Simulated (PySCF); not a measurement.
Can point charges reproduce the dipole moment of `C(/C)(=C\C)CC(F)F`?

Coordinates (GFN2-xTB, Å) and charges (e) from the PBE0/pcSseg-1 density (PySCF):

```
atom       x       y       z  Mulliken      IAO  Hirshfeld  ESP-fitted
  C1   2.061  -0.900  -0.041   -0.2147  -0.4273    -0.1174     -0.3981
  C2   1.348   0.413  -0.001   -0.1385  -0.1617    -0.0528     -0.0735
  C3   0.065   0.647  -0.246   -0.4116  +0.0012    +0.0024     +0.0615
  C4  -0.528   2.020  -0.145   -0.1423  -0.4223    -0.1214     -0.6386
  C5  -0.924  -0.435  -0.607   -0.2175  -0.3034    -0.0879     -0.3442
  C6  -1.428  -1.147   0.641   +0.5303  +0.4565    +0.1498     +0.4432
  F7  -2.204  -2.212   0.309   -0.3082  -0.3116    -0.1148     -0.2542
  F8  -2.217  -0.332   1.384   -0.3038  -0.3078    -0.1021     -0.2247
  H9   1.437  -1.704  -0.419   +0.1119  +0.1369    +0.0420     +0.1218
 H10   2.397  -1.166   0.962   +0.1309  +0.1528    +0.0466     +0.1266
 H11   2.947  -0.819  -0.669   +0.1313  +0.1537    +0.0477     +0.1290
 H12   1.980   1.251   0.264   +0.0851  +0.1382    +0.0409     +0.1188
 H13  -0.926   2.332  -1.110   +0.1245  +0.1453    +0.0432     +0.1909
 H14   0.214   2.746   0.177   +0.1088  +0.1442    +0.0445     +0.1708
 H15  -1.349   2.018   0.570   +0.1316  +0.1544    +0.0390     +0.1993
 H16  -0.476  -1.189  -1.255   +0.1518  +0.1575    +0.0488     +0.1367
 H17  -1.786  -0.005  -1.119   +0.1352  +0.1558    +0.0484     +0.1746
 H18  -0.620  -1.512   1.293   +0.0955  +0.1375    +0.0434     +0.0601
```

Question: Compute μ = Σ q r for each scheme (1 e·Å = 4.803 D) and compare with the dipole of the full density.

Answer: The full density gives (2.06, 0.51, -0.68) D, 2.23 D in size; dipole vectors point from the negative to the positive end.

```csv
scheme,μx,μy,μz,size (D),share of the full size (%),angle to the full dipole (°)
Mulliken,2.90,0.17,-0.78,3.00,135,10
IAO,3.18,0.72,-0.89,3.38,151,3
Hirshfeld,1.30,0.28,-0.37,1.38,62,3
ESP-fitted,2.09,0.51,-0.69,2.26,101,0
```

Question: Which set comes closest?

Answer: Length of the difference vector: ESP-fitted 0.03 D, Hirshfeld 0.85 D, Mulliken 0.91 D, IAO 1.15 D. Closest: ESP-fitted. ESP charges are fitted to the potential around the molecule, whose slowest-falling term is the dipole's. 

Question: What is left for the Hirshfeld atoms' own dipoles?

Answer: The shares of the density sum to the whole, so what Σ q r misses lies in dipoles about the nuclei. The atomic dipoles sum to (2.06, 0.51, -0.68) − (1.30, 0.28, -0.37) = (0.76, 0.23, -0.31) D, 0.85 D in size.

Question: With the origin at the mean of the coordinates, (0.000, 0.000, -0.001) Å, which are the largest single terms, by size, of the Mulliken dipole along the direction of the full one?

Answer: C6 -4.53, F7 +3.90, F8 +3.72, C1 -1.77, H11 +1.73 D; all 18 atoms together +2.96 D. The single terms depend on the origin, their sum doesn't.

Question: Give the size of the full dipole in other units.

Answer: 2.23 D = 0.877 au = 0.464 e·Å = 7.44 × 10⁻³⁰ C·m.

Isolated species at its GFN2-xTB geometry (one conformer only).

The values belong to the conformer `[CH3:1]/[CH:2]=[C:3](/[CH3:4])[CH2:5][CH:6]([F:7])[F:8]`: C2–C3–C5–C6 82°, C3–C5–C6–F7 -173°.
